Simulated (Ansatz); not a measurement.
The same path of C2H6SSi2 (11 atoms, charge 0, multiplicity 1) was run twice with different band settings. The coordinate that changes most is the dihedral H7–Si1–Si2–S5.

The calculation used Ansatz, RKS PBE0-D4/def2-mTZVP.

Relaxed end points:

```xyz
11
Properties=species:S:1:pos:R:3
Si -1.952 0.026 0.609
Si 0.333 0.505 0.565
C 1.447 -0.783 -0.163
C 1.720 -0.100 -1.284
S 0.936 1.512 -1.291
H -2.738 1.280 0.777
H -2.331 -0.631 -0.670
H -2.266 -0.888 1.743
H 0.794 1.204 1.796
H 1.796 -1.779 0.074
H 2.324 -0.403 -2.135
```

```xyz
11
Properties=species:S:1:pos:R:3
Si -2.017 0.160 0.274
Si 0.225 0.789 0.108
C 1.488 -0.505 0.511
C 1.890 -0.692 -0.754
S 1.049 0.409 -1.892
H -2.445 0.157 1.702
H -2.881 1.110 -0.478
H -2.175 -1.207 -0.287
H 0.472 2.173 0.599
H 1.839 -1.051 1.376
H 2.621 -1.398 -1.139
```

Common settings: movable images 5; climbing image yes; spring 5.0 eV/Å²; start path IDPP; force threshold 0.03 eV/Å; iteration limit 60; end points relaxed.

| run | optimiser | largest step |
| --- | --- | --- |
| 1 | quadratic models (default) | default |
| 2 | lbfgs | 0.02 Å |

Question: What does each run give, and how far can it be trusted?

Answer: Run 1: converged after 5 iterations, highest image 0.059 eV above the first end. A vibrational analysis at the climbing image gives one clearly imaginary mode, 116i cm⁻¹: a first-order saddle point.
Run 2: converged after 22 iterations, highest image 0.059 eV above the first end. Another band between the same ends (5 images) ends at a top of the same energy, where a vibrational analysis finds 1 clearly imaginary mode.
